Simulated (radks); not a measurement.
Results of a calculation; reference values are marked as such.
The nuclear charge of the thallium ion Tl2+ is varied continuously with 79 electrons held in [Xe] 4f14 5d10 6s1. Level of theory: scalar-relativistic Kohn-Sham, PBE, spin-polarised, spherical densities, point nucleus; open shells are filled with parallel spins first (spin-orbit coupling, left out, can overturn this in heavy ions) (a radial shooting solver on a logarithmic mesh with Libxc functionals). By the Hellmann-Feynman theorem dE/dZ = E(electron-nucleus)/Z, the electronic potential at the nucleus. The scalar-relativistic energy here is not variational (the density holds large components alone), so the two differ by a part that grows with Z.

Z     E (hartree)  E(electron-nucleus)/Z (hartree)  HOMO  e(HOMO) (eV)  <r> HOMO (bohr)
80.5  -19932.1304                         -616.798    6s       -20.257            2.378
80.6  -19994.4588                         -617.996    6s       -21.336            2.355
80.7  -20056.9099                         -619.195    6s       -22.431            2.333
80.8  -20119.4838                         -620.394    6s       -23.540            2.311
80.9  -20182.1807                         -621.595    6s       -24.665            2.290
81    -20245.0007                         -622.796    6s       -25.804            2.270
81.1  -20307.9438                         -623.998    6s       -26.957            2.250
81.2  -20371.0101                         -625.202    6s       -28.124            2.231
81.3  -20434.1998                         -626.406    6s       -29.306            2.212
81.4  -20497.5129                         -627.611    6s       -30.501            2.194
81.5  -20560.9496                         -628.817    6s       -31.711            2.176
81.6  -20624.5100                         -630.024    6s       -32.934            2.158
81.7  -20688.1941                         -631.231    6s       -34.170            2.141
81.8  -20752.0021                         -632.440    6s       -35.420            2.124
81.9  -20815.9341                         -633.650    6s       -36.684            2.108
82    -20879.9903                         -634.861    6s       -37.960            2.092

The central difference of E at Z = 81 is -628.815 hartree, to compare with the third column; the second derivative is -12.3 hartree.
